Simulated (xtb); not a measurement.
xtb input (GFN1-xTB):

```bash
xtb mol.xyz --gfn 1 --sp --chrg 0 --uhf 0
```
mol.xyz:
```
10

C     -1.50946924     0.13525764    -0.02954702
C     -0.14239834    -0.47916042    -0.10548602
C      1.02416038     0.26214254    -0.58559615
O      0.83826806     0.01922124     0.81226500
H     -2.05693779    -0.25112328     0.83255523
H     -2.08462067    -0.10001904    -0.92820269
H     -1.43877541     1.21922918     0.06660483
H     -0.11998649    -1.56214571    -0.21072859
H      0.90406969     1.29704488    -0.89351414
H      1.85634933    -0.26619438    -1.04105945
```

End of the output:

```
         :::::::::::::::::::::::::::::::::::::::::::::::::::::
         ::                     SUMMARY                     ::
         :::::::::::::::::::::::::::::::::::::::::::::::::::::
         :: total energy             -14.249211795526 Eh    ::
         :: gradient norm              0.042449375522 Eh/a0 ::
         :: HOMO-LUMO gap              8.642245609530 eV    ::
         ::.................................................::
         :: SCC energy               -14.395135882160 Eh    ::
         :: -> electrostatic           0.044392288558 Eh    ::
         :: repulsion energy           0.148252964716 Eh    ::
         :: dispersion energy         -0.002328878083 Eh    ::
         :: halogen bond corr.         0.000000000000 Eh    ::
         :: add. restraining           0.000000000000 Eh    ::
         :: total charge               0.000000000000 e     ::
         :::::::::::::::::::::::::::::::::::::::::::::::::::::

           -------------------------------------------------
          |                Property Printout                |
           -------------------------------------------------

    * Orbital Energies and Occupations

         #    Occupation            Energy/Eh            Energy/eV
      -------------------------------------------------------------
         1        2.0000           -0.7841978             -21.3391
         2        2.0000           -0.6682956             -18.1852
         3        2.0000           -0.6545488             -17.8112
         4        2.0000           -0.6335602             -17.2401
         5        2.0000           -0.6019338             -16.3795
         6        2.0000           -0.5690991             -15.4860
         7        2.0000           -0.5586052             -15.2004
         8        2.0000           -0.5370874             -14.6149
         9        2.0000           -0.5199418             -14.1483
        10        2.0000           -0.5056994             -13.7608
        11        2.0000           -0.4728387             -12.8666
        12        2.0000           -0.4567849             -12.4297 (HOMO)
        13                         -0.1391882              -3.7875 (LUMO)
        14                         -0.1279608              -3.4820
        15                         -0.1191360              -3.2419
        16                         -0.1109390              -3.0188
        17                         -0.0777373              -2.1153
Note: The following floating-point exceptions are signalling: IEEE_DENORMAL
normal termination of xtb
        18                         -0.0742410              -2.0202
        19                         -0.0586375              -1.5956
        20                          0.0810396               2.2052
        21                          0.1245705               3.3897
        22                          0.1994807               5.4281
        23                          0.2475677               6.7367
       ...                                ...                  ...
        28                          0.4444562              12.0943
      -------------------------------------------------------------
                  HL-Gap            0.3175967 Eh            8.6422 eV
             Fermi-level           -0.2979865 Eh           -8.1086 eV

  Mulliken/CM5 charges         n(s)   n(p)   n(d)
     1C    -0.10071 -0.24577   1.010  3.091  0.000
     2C     0.19567  0.15223   1.009  2.795  0.000
     3C     0.15893  0.07914   0.988  2.853  0.000
     4O    -0.46582 -0.54165   1.751  4.715  0.000
     5H     0.04910  0.10167   0.951  0.000  0.000
     6H     0.03121  0.08290   0.969  0.000  0.000
     7H     0.04673  0.10118   0.953  0.000  0.000
     8H     0.02671  0.09056   0.973  0.000  0.000
     9H     0.02813  0.08921   0.972  0.000  0.000
    10H     0.03006  0.09053   0.970  0.000  0.000

Wiberg/Mayer (AO) data.
largest (>0.10) Wiberg bond orders for each atom

 ---------------------------------------------------------------------------
     #   Z sym  total        # sym  WBO       # sym  WBO       # sym  WBO
 ---------------------------------------------------------------------------
     1   6 C    3.995 --     2 C    1.015     7 H    0.984     6 H    0.983
                             5 H    0.980
     2   6 C    3.887 --     1 C    1.015     3 C    0.981     8 H    0.971
                             4 O    0.914
     3   6 C    3.886 --     2 C    0.981     9 H    0.979    10 H    0.978
                             4 O    0.924
     4   8 O    1.937 --     3 C    0.924     2 C    0.914
     5   1 H    1.005 --     1 C    0.980
     6   1 H    1.005 --     1 C    0.983
     7   1 H    1.003 --     1 C    0.984
     8   1 H    1.012 --     2 C    0.971
     9   1 H    1.015 --     3 C    0.979
    10   1 H    1.014 --     3 C    0.978
 ---------------------------------------------------------------------------

Topologies differ in total number of bonds
Writing topology from bond orders to xtbtopo.mol

 dipole moment from electron density (au)
     X       Y       Z
  -0.4767  -0.1097  -1.0482  total (Debye):    2.940

           -------------------------------------------------
          | TOTAL ENERGY              -14.249211795526 Eh   |
          | GRADIENT NORM               0.042449375522 Eh/α |
          | HOMO-LUMO GAP               8.642245609530 eV   |
           -------------------------------------------------

------------------------------------------------------------------------
------------------------------------------------------------------------
 total:
 SCF:
```
